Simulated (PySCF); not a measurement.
Computed IR spectrum (relative IR intensity) of a molecule CH8ClNSi2. The structure is a stationary point at PBE-D3(BJ)/def2-SVP. One conformer was computed; it need not be the lowest. Computed with PBE-D3(BJ)/def2-SVP (PySCF). Frequencies are harmonic and unscaled.

ν (cm⁻¹): 291 (vw), 369 (w), 481 (vw), 502 (m), 562 (w), 701 (w), 727 (w), 788 (w), 848 (m), 859 (vs), 899 (s), 913 (m), 922 (s), 967 (w), 1151 (m), 1223 (w), 2138 (m), 2146 (s), 2191 (m), 2203 (m), 3500 (w) (against the strongest line: vs over 80 %, s over 45 %, m over 15 %, w over 4 %, vw less)

Pick the molecule that these values belong to.
(A) C[SiH2][Si@H](N)Cl
(B) C[SiH2]N[SiH2]Cl
(C) N[Si@@H](Cl)C[SiH3]
(D) NC[Si@@H]([SiH3])Cl

B, C[SiH2]N[SiH2]Cl
